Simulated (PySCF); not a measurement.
# Deuteron quadrupole couplings in `C=Cc1ppc(OC)[p-]1`

Compound: C5H6OP3 (charge -1).
Geometry (GFN2-xTB, Å), atoms numbered from 1 in this order:
```
atom  x, y, z in Å
C1     3.495    0.569    0.712
C2     2.827   -0.183   -0.162
C3     1.394   -0.282   -0.274
P4     0.781   -1.311   -1.548
P5    -1.267   -1.063   -1.241
C6    -1.171    0.025    0.118
O7    -2.287    0.522    0.751
C8    -3.511    0.116    0.225
P9     0.323    0.591    0.815
H10    2.971    1.183    1.427
H11    4.574    0.595    0.739
H12    3.379   -0.789   -0.874
H13   -3.621    0.446   -0.817
H14   -3.602   -0.978    0.239
H15   -4.290    0.566    0.844
```

Level: PBE0/pcSseg-1 (PySCF, non-relativistic); Q(2H) = 0.00286 b; rigid geometry, the same for H and D, with no vibrational averaging.

Task: Rank these positions by the coupling χzz of a deuteron there, largest first.
A. H11 (vinylic hydrogen)
B. H13 (methyl hydrogen)
C. H10 (vinylic hydrogen)
D. H12 (vinylic hydrogen)
E. H15 (methyl hydrogen)

Result: A (230 kHz), C (226 kHz), D (214 kHz), E (206 kHz), B (193 kHz).

Task: Give the electric field gradient Vzz (the principal value of largest size), its asymmetry and the 2H coupling at each hydrogen.

Result: 
```csv
atom,bonded to,bond length (Å),Vzz (au),η,χzz (kHz)
H10,C1,1.078,0.3362,0.09,226
H11,C1,1.080,0.3428,0.08,230
H12,C2,1.086,0.3187,0.06,214
H13,C8,1.098,0.2871,0.08,193
H14,C8,1.098,0.2863,0.08,192
H15,C8,1.092,0.3062,0.07,206
```

Task: How does χzz go with the bond length over the 6 C–H bonds?

Result: A straight-line fit has a slope of -18.3 kHz for each 0.01 Å, with a correlation coefficient of -0.99, over lengths from 1.078 to 1.098 Å. The longer bonds have the smaller couplings here.

Task: A static deuteron (I = 1) shows a doublet split by (3/2)χ, (3/4)χ(1 + η) and (3/4)χ(1 − η) with the field along z, y and x of the gradient. What are these for H14?

Result: With |χ| = 192.4 kHz and η = 0.080: 289, 156 and 133 kHz, to first order and without motion.

The structure is a single GFN2-xTB conformer in the gas phase; no vibrational or solvent corrections. The pcSseg-1 basis has no diffuse functions, a weakness for an anion. GFN2-xTB bond lengths can be off by several hundredths of an ångström, more for odd bonds, and the gradients follow them. With so small a basis the couplings can be 20 % off.
